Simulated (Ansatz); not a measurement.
Start from `CCO` and change one atom or group to get `OC[CH2][GeH3]`.

Ansatz, PBE0-D4/def2-TZVP geometries, multiplicity 1. Each molecule was computed in one conformer, which needn't be the lowest.

Scalar relativity is left out up to krypton.

```json
{"property": "size of the dipole moment (B3LYP/def2-TZVPP) / D", "`CCO`": "1.65"}
{"property": "HOMO energy (PBE0/def2-TZVPP) / eV", "`CCO`": "-7.83"}
{"property": "HOMO energy (PBE/def2-TZVPP) / eV", "`CCO`": "-6.15"}
{"property": "LUMO energy (B3LYP/def2-TZVPP) / eV", "`CCO`": "0.68"}
{"property": "HOMO–LUMO gap (PBE/def2-TZVPP) / eV", "`CCO`": "6.37"}
{"property": "size of the dipole moment (ωB97M-V/def2-TZVPP) / D", "`CCO`": "1.66"}
```

(1) Give the same properties after the change, and the shifts. (Estimate.)

## Answers

(1) The calculation gave: 
```
                                          property  `OC[CH2][GeH3]`  shift
  size of the dipole moment (B3LYP/def2-TZVPP) / D             1.25  -0.40
                HOMO energy (PBE0/def2-TZVPP) / eV            -7.92  -0.09
                 HOMO energy (PBE/def2-TZVPP) / eV            -6.24  -0.09
               LUMO energy (B3LYP/def2-TZVPP) / eV             0.46  -0.22
               HOMO–LUMO gap (PBE/def2-TZVPP) / eV             6.21  -0.16
size of the dipole moment (ωB97M-V/def2-TZVPP) / D             1.26  -0.40
```

With PBE0 the HOMO falls by 0.09 eV and the LUMO falls by 0.28 eV, so the gap narrows by about 0.19 eV. PBE moves the HOMO by -0.09 eV and ωB97M-V by -0.09 eV. Dipoles are sizes alone; their direction can turn.

B3LYP here is the variant with VWN-RPA as its local correlation; programs differ in this.
